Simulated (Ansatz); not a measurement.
`C[SiH2][SiH2]CF` → `C[SiH2][SiH2]F` + `[CH2]` (triplet)  (formal loss of a carbene)

Calculated with Ansatz (gas phase, PBE0-D4/def2-TZVP geometries, no zero-point term in ΔE). CBS: MP2 limit from def2 TZ/QZ plus the TZ coupled-cluster correction, frozen cores. This one scheme is used for every species. Triplets are unrestricted, without spin–orbit coupling. Each species was taken in one conformer, which may not be the lowest.

| species | CCSD(T)/CBS(def2) energy (Eh) |
| --- | --- |
| `C[SiH2][SiH2]CF` | -759.46225 |
| `C[SiH2][SiH2]F` | -720.27653 |
| `[CH2]` (triplet) | -39.09499 |

Work out ΔE.

ΔE = (-720.27653) + (-39.09499) − (-759.46225) = 0.09073 Eh = +238.2 kJ/mol.

Largest T1 diagnostic among the species: 0.012.

From PBE to PBE0 (25 % exact exchange), in def2-TZVPP and without D4, ΔE moves by −14.5 kJ/mol. The D4 term adds +12.0 kJ/mol with B3LYP and +6.7 kJ/mol with PBE0; it sums over pairs of atoms, weighted by their polarisabilities, and B3LYP, whose exchange is more repulsive, gets the larger term. Leaving LDA and LC-ωPBE aside and taking each functional with its dispersion term where it has one, the values, not all of them listed here, spread over 48.4 kJ/mol, from r2SCAN0-D4 to PBE-D4. LDA lies +70.8 kJ/mol from PBE without D4.

B3LYP here is the variant with VWN-RPA as its local correlation; programs differ in this.
